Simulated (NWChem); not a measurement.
C$_{6}$H$_{4}$Cl, doublet; SMILES Clc1c[c]ccc1

```xyz
11

Cl     0.0228    -2.2280     0.0000
C     -0.0335    -0.4826     0.0000
C     -1.2875     0.1701     0.0000
C     -1.2401     1.5513     0.0000
C     -0.1047     2.3422     0.0000
C      1.1284     1.6535     0.0000
C      1.1670     0.2506     0.0000
H     -2.2214    -0.4118     0.0000
H     -0.1418     3.4424     0.0000
H      2.0721     2.2221     0.0000
H      2.1252    -0.2866     0.0000
```
Atoms are numbered in this order, from 1.

In the optimisation the excess spin sits in a' (Cs, its own frame). All runs use the structure optimised with PBE-D3(BJ)/def2-SVP, spin-unrestricted. No stability test was run on the SCF state.

Symmetry labels are those of Cs in the frame above (b1 and b2, or b-type labels, depend on it).

Question: List the 6 lowest vertical excitations from B3LYP/def2-SVP, spin-unrestricted, TDA (NWChem).

Answer: 
```csv
state,energy (eV),oscillator strength,symmetry of the excitation,<S²>
state 1,2.87,0.001,a",0.77
state 2,3.21,0.000,a",0.78
state 3,3.99,0.000,a',2.75
state 4,4.64,0.000,a',2.71
state 5,4.65,0.000,a',2.72
state 6,4.76,0.001,a",0.82
```
